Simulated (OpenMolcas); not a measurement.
**3d along the 19-electron sequence**

```yaml
Program: OpenMolcas
Method: CASSCF
Basis: ANO-R3
Scalar_Hamiltonian: X2C, finite nucleus
Spin-orbit_coupling: RASSI with atomic mean-field integrals over the reference wave functions, term energies averaged over their components
```

Active space for each ion: 1 electron in 5 orbitals (3d).

Computed levels in cm-1 above ²D_3/2:

| Level | Sc2+ | Ti3+ | V4+ | Cr5+ | Mn6+ | Fe7+ |
| --- | --- | --- | --- | --- | --- | --- |
| ²D_5/2 | 209 | 384 | 621 | 905 | 1299 | 1795 |
| weight of ²D in the lowest level (%) | 100 | 100 | 100 | 100 | 100 | 100 |

Measured, with the error of the calculation in %. Measured levels: Sc2+ from Sugar and Corliss, J. Phys. Chem. Ref. Data 9, 473 (1980); Ti3+ from Corliss and Sugar, J. Phys. Chem. Ref. Data 8, 1 (1979); V4+ from Sugar and Corliss, J. Phys. Chem. Ref. Data 7, 1191 (1978); Cr5+ from Sugar and Corliss, J. Phys. Chem. Ref. Data 6, 317 (1977); Mn6+ from Corliss and Sugar, J. Phys. Chem. Ref. Data 6, 1253 (1977); Fe7+ from Corliss and Sugar, J. Phys. Chem. Ref. Data 11, 135 (1982).

| Level | Sc2+ | Ti3+ | V4+ | Cr5+ | Mn6+ | Fe7+ |
| --- | --- | --- | --- | --- | --- | --- |
| ²D_5/2 | 198 (+5.9) | 382 (+0.6) | 625 (-0.7) | 940 (-3.8) | 1350 (-3.7) | 1836 (-2.3) |

The fine-structure level ²D_5/2 changes by a factor of 8.59 from Sc2+ to Fe7+. Its fourth root runs 3.80, 4.43, 4.99, 5.48, 6.00, 6.51, with steps per unit of Z of 0.62, 0.57, 0.49, 0.52, 0.51; equal steps would mean a (Z - σ)^4 law with constant σ.

With one active electron the reference holds no correlation, so core polarisation is missing. Computed and measured levels are paired by configuration, term and J; levels that our copy of the source lacks, or whose pairing is in doubt (as where it misses far off the trend of its configuration), stay unpaired and out of the deviations. Only configurations of the active space appear.
